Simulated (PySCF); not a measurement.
SnHCl, SMILES [Cl][SnH] (connectivity only; charge and spin as stated), neutral, multiplicity 1. Atoms are numbered in the order given.

```xyz
3

Sn     0.0366    -0.5914     0.0000
H     -1.7382    -0.7184     0.0000
Cl    -0.0055     1.7815     0.0000
```
Charge 0, spin multiplicity 1.

The structure is a stationary point at r2SCAN-D4/def2-TZVP. The def2 effective core potentials stand for the cores of Sn; spin–orbit coupling is left out.

The numbers are results of PySCF with IEF-PCM-B3LYP/def2-SVP, not measurements.

The values are the electrostatic part of the solvation free energy, E(continuum) − E(gas) at the gas-phase geometry, in a cavity of scaled van der Waals radii (PySCF's table); cavitation and dispersion terms are not included. A continuum can't describe solvent molecules that bind to the metal. In vacuum the orbital gap is 3.51 eV. The dipole moment in vacuum is 2.49 D.

| solvent | ε | ΔG(elec) (kcal/mol) | dipole (D) | gap (eV) |
|---|---|---|---|---|
| water | 78.36 | -4.0 | 3.40 | 3.76 |
| chlorobenzene | 5.70 | -3.0 | 3.17 | 3.70 |
| n-hexane | 1.88 | -1.4 | 2.81 | 3.59 |
